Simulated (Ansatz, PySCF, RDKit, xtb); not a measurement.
Pair of molecules: H2O (SMILES O) (first 3 atoms) with HCl (SMILES Cl); geometry from B3LYP-D3(BJ)/def2-TZVP, rigid monomers moved along the line of their centres of mass till O1···H5 is 2.58 Å.
(charge 0, multiplicity 1):
```xyz
5

O      0.0409     0.3323     0.2529
H      0.7941     0.8483    -0.0558
H      0.1862    -0.5672    -0.0611
Cl    -0.4067     0.5106     4.1067
H     -0.3055     0.4717     2.8069
```

Monomers are frozen at their geometry in the pair; levels with a basis set take the counterpoise correction. RDKit's UFF carries no charges.

Rows in 6-31G* carry no dispersion term and start afresh at each structure (6-31G* with six Cartesian d functions).

Programs: Ansatz (a quantum-chemistry and plane-wave program) with Gaussian orbitals; PySCF for 6-31G* rows, the dispersion terms; RDKit for the force fields; xtb for the GFN methods. Each number belongs to the level named beside it.

**Question.** One of these levels gives -171.1 meV for the interaction energy. Name it.
(A) UFF
(B) PBE0-D3(BJ)/def2-TZVPPD
(C) GFN2-xTB
(D) B3LYP/6-31G*

**Answer.** D, B3LYP/6-31G*. The others give 0.0 (UFF), -138.5 (GFN2-xTB), -157.8 (PBE0-D3(BJ)/def2-TZVPPD)
